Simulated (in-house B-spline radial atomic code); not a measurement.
Inner levels of rubidium as electrons are removed. A shift is the extra binding of the orbital against the neutral atom ([Kr] 5s1). Computed with an all-electron radial atomic-structure program (B-spline basis): non-relativistic Hartree-Fock, average of the configuration, point nuclei.

This level leaves out relativity, spin-orbit splitting included, which matters for heavy ions.

| ion | configuration | shift of 4p (eV) | shift of 2s (eV) | shift of 3s (eV) | radius of 4p (bohr) | radius of 2s (bohr) | radius of 3s (bohr) | Σ<r²> (bohr²) | change of density at nucleus (bohr⁻³) |
| --- | --- | --- | --- | --- | --- | --- | --- | --- | --- |
| Rb | [Kr] 5s1 | 0 | 0 | 0 | 1.7349 | 0.18174 | 0.5181 | 68.245 | - |
| Rb+ | [Ar] 3d10 4s2 4p6 | 5.4023 | 5.4689 | 5.4549 | 1.7272 | 0.18174 | 0.51812 | 31.829 | -1.4153 |
| Rb2+ | [Ar] 3d10 4s2 4p5 | 17.706 | 19.801 | 19.606 | 1.6532 | 0.18174 | 0.51796 | 26.551 | 2.571 |
| Rb3+ | [Ar] 3d10 4s2 4p4 | 30.901 | 35.554 | 35.079 | 1.5908 | 0.18173 | 0.51774 | 22.18 | 7.1047 |
| Rb4+ | [Ar] 3d10 4s2 4p3 | 44.9 | 52.612 | 51.748 | 1.5364 | 0.18172 | 0.51746 | 18.455 | 12.151 |
| Rb5+ | [Ar] 3d10 4s2 4p2 | 59.642 | 70.892 | 69.521 | 1.4882 | 0.1817 | 0.51711 | 15.217 | 17.687 |
